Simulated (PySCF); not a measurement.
Excitations are Tamm–Dancoff values on a coarser integration grid. The basis has no diffuse functions, so Rydberg states are missing or too high.

Cartesian coordinates (Å):
```xyz
8

C      2.0514     0.3470     0.5877
C      0.9422    -0.0078     0.2719
Si    -0.7346    -0.5375    -0.2282
O     -1.8009     0.7087    -0.1598
H      3.0314     0.6573     0.8709
H     -0.6228    -1.0966    -1.5992
H     -1.2374    -1.5584     0.7141
H     -1.5829     1.5111    -0.6356
```
Charge 0, spin multiplicity 1.

**Question.** Predict the S1 oscillator strength, T1 excitation (TDA), S1–T1 gap (TDA), HOMO–LUMO gap, total energy, LUMO, dipole moment and HOMO from PBE-D3(BJ)/def2-TZVP // PBE0-D4/def2-TZVP in PySCF.

**Answer.** 
```
Item                           Value
----------------------  ------------
S1 oscillator strength         0.001
T1 excitation (TDA)          4.91 eV
S1–T1 gap (TDA)              0.71 eV
HOMO–LUMO gap                5.55 eV
total energy            -443.0538 Ha
LUMO                        -1.50 eV
dipole moment                 1.60 D
HOMO                        -7.05 eV
```
